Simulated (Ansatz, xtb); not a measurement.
A geometry optimisation of C4H8BBr with r2SCAN-D4/def2-SVP

The starting geometry of this gas-phase singlet was built from a drawn formula by distance geometry and a force field; its bonds are those of `BC1(Br)CCC1`.

```yaml
atoms:
  - { symbol: C, position_ang: [0.5942, 0.7568, -0.2395] }
  - { symbol: C, position_ang: [-0.9145, 0.5867, -0.0928] }
  - { symbol: C, position_ang: [-0.8799, -0.4758, -1.2729] }
  - { symbol: C, position_ang: [0.6214, -0.2620, -1.3881] }
  - { symbol: B, position_ang: [1.4181, 0.3380, 1.0404] }
  - { symbol: Br, position_ang: [1.0188, 2.5911, -0.7551] }
  - { symbol: H, position_ang: [1.2234, -0.7700, 1.5102] }
  - { symbol: H, position_ang: [2.2116, 1.0600, 1.5577] }
  - { symbol: H, position_ang: [-1.2667, 0.0401, 0.8070] }
  - { symbol: H, position_ang: [-1.5774, 1.4079, -0.3915] }
  - { symbol: H, position_ang: [-1.1543, -1.5165, -0.9813] }
  - { symbol: H, position_ang: [-1.4210, -0.0584, -2.1844] }
  - { symbol: H, position_ang: [1.2011, -1.1560, -1.1810] }
  - { symbol: H, position_ang: [0.9055, 0.2542, -2.4159] }
```

**Question.** Where would you expect an optimisation with r2SCAN-D4/def2-SVP to take it?

**Answer.** It keeps its bonds, and is `BC1(Br)CCC1`.

The energy falls by 0.56 eV over 20 steps:

```tsv
step	E − E(last) (eV)
1	0.558
3	0.129
5	0.102
7	0.035
9	0.029
12	0.017
14	0.006
16	0.002
18	0.000
20	0.000
```

Final geometry (Å):

```yaml
atoms:
  - { symbol: C, position_ang: [0.4856, 0.8947, -0.1437] }
  - { symbol: C, position_ang: [-1.0389, 0.6783, -0.2389] }
  - { symbol: C, position_ang: [-0.7759, -0.5914, -1.0822] }
  - { symbol: C, position_ang: [0.6573, -0.0885, -1.3626] }
  - { symbol: B, position_ang: [1.3158, 0.1294, 0.9154] }
  - { symbol: Br, position_ang: [1.0994, 2.7455, -0.4302] }
  - { symbol: H, position_ang: [0.8340, -0.8604, 1.4186] }
  - { symbol: H, position_ang: [2.4637, 0.4234, 1.1301] }
  - { symbol: H, position_ang: [-1.5868, 0.5774, 0.7109] }
  - { symbol: H, position_ang: [-1.5093, 1.4689, -0.8421] }
  - { symbol: H, position_ang: [-0.7797, -1.5087, -0.4754] }
  - { symbol: H, position_ang: [-1.4210, -0.7463, -1.9600] }
  - { symbol: H, position_ang: [1.4901, -0.8159, -1.3317] }
  - { symbol: H, position_ang: [0.7461, 0.4898, -2.2955] }
```

From the same start GFN2-xTB ends elsewhere, differing in B5–Br6 (2.18 against 2.95 Å here).

No frequencies were run, so the end isn't proven a minimum. Run with Ansatz 0.2.0, 2.2 min on 2 threads of Intel(R) Xeon(R) Processor @ 2.50GHz (Skylake/Cascade Lake) (shared host).
